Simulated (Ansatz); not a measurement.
Input file for Ansatz (a program for electronic structure): R-MP2/aug-cc-pVTZ on BeBrH (SMILES [BeH][Br]), atoms moved off the minimum. The run froze 15 orbitals, filled d shells among them.

Ansatz 0.2 input:
```yaml
crystal:
  periodic: [false, false, false]
  atoms:
    - {symbol: Be, position_ang: [0.18766166, -0.09833343, -1.65400123]}
    - {symbol: H, position_ang: [0.08112588, 0.03337398, -3.11146676]}
    - {symbol: Br, position_ang: [-0.05946472, 0.37544632, 0.37876640]}
basis:
  gaussian:
    orbitals: aug-cc-pVTZ
magnetization: {spin_polarized: false}
correlation: {method: mp2, electrons: outside_noble_gas}
scf: {lower_state_search: off}
output: {forces: true}
```

The log:

```
WARN ansatz: RAYON_NUM_THREADS=1 ignored (pool sized by the plan → 1); use --threads N
Functional definition: HF
these checks for a lower state are left out or cut short: starts, cluster_reference, orbital_swaps, neighbouring_geometries, increment
integrals: 0.10 GiB planned
784 factors; integrals over basis functions are off by at most 1.1e-3 eV
mean field: 0.31 GiB planned
mean field evaluation 1: about -70414.8657 eV, gradient 1.3e1 eV
mean field evaluation 2: about -70414.9102 eV, gradient 1.3e1 eV
mean field evaluation 4: about -70415.8391 eV, gradient 1.6e0 eV
mean field evaluation 8: about -70415.8571 eV, gradient 7.9e-2 eV
mean field -70415.85714665 eV, -2587.7350205572 hartree, gradient 3.3e-6 eV, S^2 0.000000; 0 other end points of the search recorded, 0 dependent functions left out
15 core orbitals not correlated
reference -70415.85714665 eV, -2587.7350205572 hartree; 5, 5 occupied and 108, 108 virtual orbitals, 784 factors
densities: 0.26 GiB planned
second order -5.78929248 eV of doubles, -0.00000000 eV of singles
the calculation of the forces begins
mean field evaluation 16: about -70415.7654 eV, gradient 9.4e-1 eV
Total energy: -70421.64643914 eV, -2587.9477731319 hartree
Atom 0 at     0.187662    -0.098333    -1.654001 Å, force    -0.598647     0.991451    -0.102765 eV/Å
Atom 1 at     0.081126     0.033374    -3.111467 Å, force     0.286381    -0.422148     1.726779 eV/Å
Atom 2 at    -0.059465     0.375446     0.378766 Å, force     0.312266    -0.569303    -1.624014 eV/Å
Dipole moment:     0.110485    -0.187953    -0.141033 e Å
Checks for a lower state left out: starts, cluster_reference, orbital_swaps, neighbouring_geometries, increment
```

Self-consistency was reached.

Cost: about 6 core-seconds (a rough figure).
